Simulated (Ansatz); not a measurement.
Consider the redistribution: `C[O][AlH][SH]` + `C[CH2][Mg][NH2]` → `C[CH2][AlH][SH]` + `C[O][Mg][NH2]`.

Isolated molecules relaxed with PBE0-D4/def2-TZVP in Ansatz; ΔE leaves out vibrations. CCSD(T)/CBS adds triple-zeta CCSD(T) − MP2 to the extrapolated MP2 energy (def2 sets, frozen cores). DFT in def2-TZVPP. For Mg outer-core shells are correlated without core-valence functions, which leaves a few kJ/mol of doubt a bond. One conformer a species, not always the lowest.

`C[O][AlH][SH]`:

Cartesian coordinates in Å:
```
C -0.585 -0.070 -1.310
O 0.310 -0.739 -0.477
Al 0.942 -0.578 1.071
S 0.346 1.086 2.356
H -1.033 0.811 -0.832
H -0.075 0.265 -2.220
H -1.397 -0.741 -1.605
H 1.971 -1.645 1.584
H -0.480 1.611 1.434
```

`C[CH2][Mg][NH2]`:

```xyz
11

C    -0.892   -1.624   -0.526
C    -0.658   -0.667    0.645
Mg    0.564    0.996    0.275
N     1.665    2.501   -0.053
H     0.044   -2.054   -0.899
H    -1.539   -2.468   -0.258
H    -1.366   -1.125   -1.377
H    -0.227   -1.218    1.490
H    -1.623   -0.299    1.016
H     2.666    2.551    0.066
H     1.364    3.407   -0.380
```

`C[CH2][AlH][SH]`:

Z-matrix (Å, degrees):
```
C
C 1 1.526
H 1 1.094 2 111.7
H 1 1.094 2 112.1 3 120.1
H 1 1.094 2 111.7 3 -119.8
Al 2 1.956 1 117.1 3 59.9
H 2 1.098 1 110.3 3 -177.5
H 2 1.098 1 110.4 3 -62.7
S 6 2.188 2 120.5 1 0.6
H 6 1.584 2 124.0 1 -179.4
H 9 1.345 6 93.7 2 -0.0
```

`C[O][Mg][NH2]`:

Cartesian coordinates in Å:
```
C 0.906 0.458 -1.918
O 0.331 0.174 -0.702
Mg -0.404 -0.201 0.855
N -1.188 -0.601 2.517
H 1.276 -0.449 -2.418
H 1.762 1.141 -1.817
H 0.193 0.936 -2.606
H -2.163 -0.798 2.687
H -0.712 -0.660 3.404
```

CCSD(T)/CBS gives -1.3 kcal/mol.

(1) Another level gave -2.6 kcal/mol. Which?
A. RPA@PBE/def2-TZVPP
B. LC-ωPBE/def2-TZVPP
C. PBE-QIDH/def2-TZVPP
D. PBE/def2-TZVPP

Largest T1 diagnostic among the species: 0.012.

## Answers

(1) B. LC-ωPBE -2.6, PBE -0.7, PBE-QIDH -1.7, RPA@PBE/def2-TZVPP 0.5 kcal/mol.

Leaving LDA and LC-ωPBE aside and taking each functional with its dispersion term where it has one, the values, not all of them listed here, spread over 1.7 kcal/mol, from r2SCAN0-D4 to BLYP-D4. At CCSD(T), def2-SVP lies −3.5 kcal/mol from the extrapolated value and def2-TZVPP +0.9 kcal/mol.
